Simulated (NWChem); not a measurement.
C2H7Al; SMILES [AlH]([CH3])[CH3]

All runs: NWChem. Pople sets run with spherical d functions. The geometry was optimised at B3LYP/6-31G* (spherical d). Vertical excitations in the gas phase.

**Question.** Predict the results for PBE/6-31+G*, full TDDFT. Quantities: lowest excitation, singlet (eV); lowest state with f > 0.02, singlet (eV); oscillator strength of that bright state; lowest triplet (eV); orbital gap (eV).

**Answer.** 
| Property | Result |
|---|---|
| lowest excitation, singlet (eV) | 4.87 |
| lowest state with f > 0.02, singlet (eV) | 5.94 |
| oscillator strength of that bright state | 0.113 |
| lowest triplet (eV) | 4.58 |
| orbital gap (eV) | 4.81 |
